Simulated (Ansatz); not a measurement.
# Molecular dynamics of H2O2Zn

The input (input.yaml):

```yaml
crystal:
  periodic: [false, false, false]
  atoms:
    - { symbol: Zn, position_ang: [-0.064698, 0.093358, 0.011532] }
    - { symbol: O, position_ang: [-0.412742, -0.10019, 1.741497] }
    - { symbol: H, position_ang: [-1.105903, 0.519391, 2.023921] }
    - { symbol: O, position_ang: [0.291246, 0.130846, -1.718706] }
    - { symbol: H, position_ang: [0.585668, -0.774207, -1.956874] }
basis:
  gaussian: { orbitals: def2-SVP }
hamiltonian:
  xc: pbe
  dispersion: d4
md:
  timestep: 0.5
  n_steps: 250
  ensemble: nvt_langevin
  temperature: 300.0
  initial_velocities: maxwell_boltzmann
  seed: 173736
  friction: 0.001
```

Command:

```bash
$ ansatz run input.yaml --threads 1 --pin off --max-ram 2048MiB --backend cpu --events-out ev --progress --plain --runs-dir out
```

It goes on from the last frame of an earlier run, with new velocities.

Output, in part (one step line in 5, the closing report, with atoms numbered from 0):

```
md step     0: t =     0.00 fs  T =   240.0 K  F+E_penalty+E_count = -52524.94996873 eV  E_kin = 0.155112 eV  (25 SCF iters)
md step     5: t =     2.50 fs  T =   230.9 K  F+E_penalty+E_count = -52524.94342677 eV  E_kin = 0.149211 eV  (25 SCF iters)
md step    10: t =     5.00 fs  T =   229.5 K  F+E_penalty+E_count = -52524.93929010 eV  E_kin = 0.148321 eV  (25 SCF iters)
md step    15: t =     7.50 fs  T =   169.8 K  F+E_penalty+E_count = -52524.90499802 eV  E_kin = 0.109747 eV  (26 SCF iters)
md step    20: t =    10.00 fs  T =   130.4 K  F+E_penalty+E_count = -52524.88026074 eV  E_kin = 0.084286 eV  (26 SCF iters)
md step    25: t =    12.50 fs  T =    92.1 K  F+E_penalty+E_count = -52524.86327367 eV  E_kin = 0.059519 eV  (26 SCF iters)
md step    30: t =    15.00 fs  T =    81.6 K  F+E_penalty+E_count = -52524.85043243 eV  E_kin = 0.052766 eV  (26 SCF iters)
md step    35: t =    17.50 fs  T =   102.5 K  F+E_penalty+E_count = -52524.86744945 eV  E_kin = 0.066264 eV  (25 SCF iters)
md step    40: t =    20.00 fs  T =   107.8 K  F+E_penalty+E_count = -52524.86233722 eV  E_kin = 0.069670 eV  (26 SCF iters)
md step    45: t =    22.50 fs  T =   148.4 K  F+E_penalty+E_count = -52524.89021377 eV  E_kin = 0.095914 eV  (25 SCF iters)
md step    50: t =    25.00 fs  T =   133.1 K  F+E_penalty+E_count = -52524.87827479 eV  E_kin = 0.086023 eV  (25 SCF iters)
md step    55: t =    27.50 fs  T =   132.1 K  F+E_penalty+E_count = -52524.88228805 eV  E_kin = 0.085387 eV  (26 SCF iters)
md step    60: t =    30.00 fs  T =   112.2 K  F+E_penalty+E_count = -52524.86843411 eV  E_kin = 0.072502 eV  (27 SCF iters)
md step    65: t =    32.50 fs  T =   113.8 K  F+E_penalty+E_count = -52524.86147435 eV  E_kin = 0.073541 eV  (27 SCF iters)
md step    70: t =    35.00 fs  T =   130.8 K  F+E_penalty+E_count = -52524.86842619 eV  E_kin = 0.084532 eV  (26 SCF iters)
md step    75: t =    37.50 fs  T =   107.8 K  F+E_penalty+E_count = -52524.85260271 eV  E_kin = 0.069694 eV  (26 SCF iters)
md step    80: t =    40.00 fs  T =   150.1 K  F+E_penalty+E_count = -52524.87393880 eV  E_kin = 0.097002 eV  (25 SCF iters)
md step    85: t =    42.50 fs  T =   120.1 K  F+E_penalty+E_count = -52524.85290651 eV  E_kin = 0.077634 eV  (26 SCF iters)
md step    90: t =    45.00 fs  T =   114.3 K  F+E_penalty+E_count = -52524.85680065 eV  E_kin = 0.073880 eV  (26 SCF iters)
md step    95: t =    47.50 fs  T =    88.6 K  F+E_penalty+E_count = -52524.83730252 eV  E_kin = 0.057238 eV  (26 SCF iters)
md step   100: t =    50.00 fs  T =    99.8 K  F+E_penalty+E_count = -52524.83831511 eV  E_kin = 0.064485 eV  (26 SCF iters)
md step   105: t =    52.50 fs  T =   110.0 K  F+E_penalty+E_count = -52524.84740299 eV  E_kin = 0.071090 eV  (26 SCF iters)
md step   110: t =    55.00 fs  T =    91.6 K  F+E_penalty+E_count = -52524.84271441 eV  E_kin = 0.059202 eV  (26 SCF iters)
md step   115: t =    57.50 fs  T =   136.4 K  F+E_penalty+E_count = -52524.87935900 eV  E_kin = 0.088157 eV  (26 SCF iters)
md step   120: t =    60.00 fs  T =   142.8 K  F+E_penalty+E_count = -52524.88310044 eV  E_kin = 0.092277 eV  (25 SCF iters)
md step   125: t =    62.50 fs  T =   198.7 K  F+E_penalty+E_count = -52524.91742789 eV  E_kin = 0.128393 eV  (25 SCF iters)
md step   130: t =    65.00 fs  T =   169.9 K  F+E_penalty+E_count = -52524.90408346 eV  E_kin = 0.109832 eV  (25 SCF iters)
md step   135: t =    67.50 fs  T =   178.2 K  F+E_penalty+E_count = -52524.91179206 eV  E_kin = 0.115140 eV  (26 SCF iters)
md step   140: t =    70.00 fs  T =   149.5 K  F+E_penalty+E_count = -52524.89262808 eV  E_kin = 0.096654 eV  (26 SCF iters)
md step   145: t =    72.50 fs  T =   114.3 K  F+E_penalty+E_count = -52524.87475275 eV  E_kin = 0.073875 eV  (25 SCF iters)
md step   150: t =    75.00 fs  T =   141.5 K  F+E_penalty+E_count = -52524.88038415 eV  E_kin = 0.091464 eV  (25 SCF iters)
md step   155: t =    77.50 fs  T =   142.7 K  F+E_penalty+E_count = -52524.88296732 eV  E_kin = 0.092219 eV  (25 SCF iters)
md step   160: t =    80.00 fs  T =   192.4 K  F+E_penalty+E_count = -52524.90874705 eV  E_kin = 0.124326 eV  (26 SCF iters)
md step   165: t =    82.50 fs  T =   200.6 K  F+E_penalty+E_count = -52524.91254049 eV  E_kin = 0.129662 eV  (26 SCF iters)
md step   170: t =    85.00 fs  T =   235.8 K  F+E_penalty+E_count = -52524.93600549 eV  E_kin = 0.152420 eV  (25 SCF iters)
md step   175: t =    87.50 fs  T =   227.6 K  F+E_penalty+E_count = -52524.93522388 eV  E_kin = 0.147115 eV  (25 SCF iters)
md step   180: t =    90.00 fs  T =   217.1 K  F+E_penalty+E_count = -52524.93672205 eV  E_kin = 0.140284 eV  (24 SCF iters)
md step   185: t =    92.50 fs  T =   216.8 K  F+E_penalty+E_count = -52524.93698720 eV  E_kin = 0.140127 eV  (24 SCF iters)
md step   190: t =    95.00 fs  T =   213.7 K  F+E_penalty+E_count = -52524.93691556 eV  E_kin = 0.138121 eV  (24 SCF iters)
md step   195: t =    97.50 fs  T =   205.8 K  F+E_penalty+E_count = -52524.93892823 eV  E_kin = 0.133012 eV  (25 SCF iters)
md step   200: t =   100.00 fs  T =   186.3 K  F+E_penalty+E_count = -52524.92885804 eV  E_kin = 0.120420 eV  (25 SCF iters)
md step   205: t =   102.50 fs  T =   198.7 K  F+E_penalty+E_count = -52524.93887226 eV  E_kin = 0.128429 eV  (25 SCF iters)
md step   210: t =   105.00 fs  T =   199.4 K  F+E_penalty+E_count = -52524.93950484 eV  E_kin = 0.128870 eV  (25 SCF iters)
md step   215: t =   107.50 fs  T =   200.0 K  F+E_penalty+E_count = -52524.94254429 eV  E_kin = 0.129259 eV  (25 SCF iters)
md step   220: t =   110.00 fs  T =   213.6 K  F+E_penalty+E_count = -52524.94478690 eV  E_kin = 0.138019 eV  (25 SCF iters)
md step   225: t =   112.50 fs  T =   208.7 K  F+E_penalty+E_count = -52524.94257152 eV  E_kin = 0.134911 eV  (25 SCF iters)
md step   230: t =   115.00 fs  T =   217.2 K  F+E_penalty+E_count = -52524.94676772 eV  E_kin = 0.140351 eV  (25 SCF iters)
md step   235: t =   117.50 fs  T =   199.0 K  F+E_penalty+E_count = -52524.92527694 eV  E_kin = 0.128593 eV  (25 SCF iters)
md step   240: t =   120.00 fs  T =   204.8 K  F+E_penalty+E_count = -52524.94016146 eV  E_kin = 0.132339 eV  (26 SCF iters)
md step   245: t =   122.50 fs  T =   173.4 K  F+E_penalty+E_count = -52524.92617852 eV  E_kin = 0.112054 eV  (27 SCF iters)
md step   250: t =   125.00 fs  T =   174.3 K  F+E_penalty+E_count = -52524.93542346 eV  E_kin = 0.112655 eV  (26 SCF iters)
Total energy: -52524.93546765 eV, -1930.2557757561 hartree
Atom 0 at    -0.130541     0.004630    -0.064130 Å, force    -0.308940     0.301276     0.305707 eV/Å
Atom 1 at    -0.668702    -0.123628     1.664516 Å, force     0.474451    -0.126102    -0.537651 eV/Å
Atom 2 at     0.143735    -0.317189     2.178428 Å, force    -0.205822     0.033554     0.077115 eV/Å
Atom 3 at     0.159937     0.495690    -1.766673 Å, force     0.376076    -0.662171     0.001686 eV/Å
Atom 4 at     0.699196    -0.206523    -2.207735 Å, force    -0.335765     0.453444     0.153143 eV/Å
Dipole moment:     0.460972    -0.369938     0.003816 e Å
```

The run went to its last step. The mean temperature of the second half is 36 % below the set value. A run of 0.12 ps of so small a system gives no equilibrium averages.

The same pairs are bonded in the first frame and the last. Pairs count as bonded within 1.25 times the sum of covalent radii (0.12 Å more for H–H).

Last frame:

```xyz
5
Properties=species:S:1:pos:R:3
Zn -0.131 0.005 -0.064
O -0.669 -0.124 1.665
H 0.144 -0.317 2.178
O 0.160 0.496 -1.767
H 0.699 -0.206 -2.208
```

The run took 6.4 min on 1 thread of Arm Neoverse V1, on a shared host, peak memory 0.11 GiB.
